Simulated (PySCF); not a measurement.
Species: C₃HN₃S.
Numbering: `[N:1]#[C:2][c:3]1[cH:4][n:5][s:6][n:7]1` (hydrogens: H8 on C4)

Computed geometry: GFN2-xTB, gas phase.

(1) What internal coordinates does the optimisation give?

Answers

(1) 
```
 bond  length (Å)
N1≡C2       1.145
C2–C3       1.409
C3–C4       1.420
C4–N5       1.308
N5–S6       1.623
S6–N7       1.608
C3–N7       1.324
C4–H8       1.074
```

A selection of angles:
```
   angle  degrees
N1–C2–C3    177.8
C2–C3–C4    125.2
C2–C3–N7    122.7
C4–C3–N7    112.2
C3–C4–N5    112.4
C3–C4–H8    126.6
N5–C4–H8    121.0
C4–N5–S6    109.3
N5–S6–N7     96.9
C3–N7–S6    109.2
```

N7 (pyridine-type nitrogen) is bent (angle 109.2°). The 5-membered ring C3–C4–N5–S6–N7 has internal angles of 96.9° to 112.4° (sum 540°, against 540° for a flat polygon); it is planar, 0.00 Å rms from its mean plane, widest ring torsion 0°. The 7 heavy atoms lie in one plane (0.000 Å rms). The 3 C–N bonds span 1.145 Å (N1≡C2, drawn triple) to 1.324 Å (C3–N7, aromatic), a spread of 0.179 Å.

Point group: Cs (every atom within 0.08 Å of its image). No GFN2-xTB frequencies stand behind this structure, so it isn't proved a minimum.
